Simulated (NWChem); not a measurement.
Species: C$_{2}$H$_{4}$ClNOSi; SMILES N#CC[Si@@H](O)Cl

```xyz
10

N      0.1769    -3.3666    -0.2479
C      0.4746    -2.2998     0.1019
C      0.8226    -0.9411     0.4982
Si    -0.2868     0.3370    -0.3508
O     -1.7666     0.1877     0.3581
Cl     0.5515     2.2060     0.0103
H      0.7162    -0.8267     1.5841
H      1.8705    -0.7375     0.2472
H     -0.3260     0.1664    -1.8190
H     -2.5098     0.6891    -0.0062
```
Atoms are numbered in this order, from 1.

Results from NWChem. Medium grid unless said otherwise, to which SCAN and Minnesota functionals are sensitive. Geometry: optimised at B3LYP/6-31G* (spherical d). Hybrids' shares of exact exchange are those that their runs print; pure functionals count as 0. The functionals differ in more than this share.

```csv
row,share of exact exchange,highest occupied level (eV)
PBE/def2-TZVP,0.00,-7.63
r2SCAN/def2-TZVP,0.00,-7.92
B3LYP/def2-TZVP,0.20,-8.72
M06-2X/def2-TZVP,0.54,withheld
Hartree-Fock/def2-TZVP,1.00,-12.00
```

### Question
Fit a straight line of the last column on the one before it, predict the withheld value, and compare with the run.

### Answer

1. Means of the 4 shown rows: x = 0.300, y = -9.068. Slope Σ(x − x̄)(y − ȳ)/Σ(x − x̄)² = -2.863/0.6800 = -4.210; intercept -7.805.
2. The shown rows scatter about the line by 0.111 (root mean square); the largest residual is +0.17, at PBE/def2-TZVP.
3. At x = 0.54 (M06-2X/def2-TZVP; inside the shown range) the line gives -10.08.
4. The run gives -10.22, -0.14 from the line, 1.3 times the scatter.
